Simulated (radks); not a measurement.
Values are calculated unless marked as measured or tabulated.
Fractional charge and spin in the 5s shell of ytterbium: the spin-up occupation runs from 0 to 1 and the spin-down occupation from 0 to 1; the fullest corner is Yb2+, [Kr] 4d10 4f14 5p6 5s(up 1, down 1). Level of theory: scalar-relativistic Kohn-Sham, PBE, spin-polarised, spherical densities, finite nucleus; Fermi nuclear charge, rms radius of each element as measured or else 0.836 A^(1/3) + 0.57 fm (a radial shooting solver on a logarithmic mesh with Libxc functionals). Energy (eV) above the fullest corner. The planes named below are the two flat planes that join the four corners, with an edge along up + down = one added electron.

down \ up        0     0.25      0.5    0.75       1
0          170.466  145.609  121.756  98.896  77.018
0.25       145.609  121.821   99.024  77.207  56.357
0.5        121.756   99.024   77.270  56.481  36.643
0.75        98.896   77.207   56.481  36.705  17.864
1           77.018   56.357   36.643  17.864   0.000

Corners above the fullest one (they belong to Yb3+ and the next ion): (up 1, down 0) 77.018 eV, (up 0, down 1) 77.018 eV, (up 0, down 0) 170.47 eV. With half an added electron in each spin the energy lies 0.252 eV from the planes, and with half an added electron in spin up alone -1.986 eV. The planes are only a guide here: the flat-plane condition holds for ground states with one frontier orbital, while this shell lies below other occupied shells, so the corners above the fullest one are inner-hole states and not the ground states of those ions.
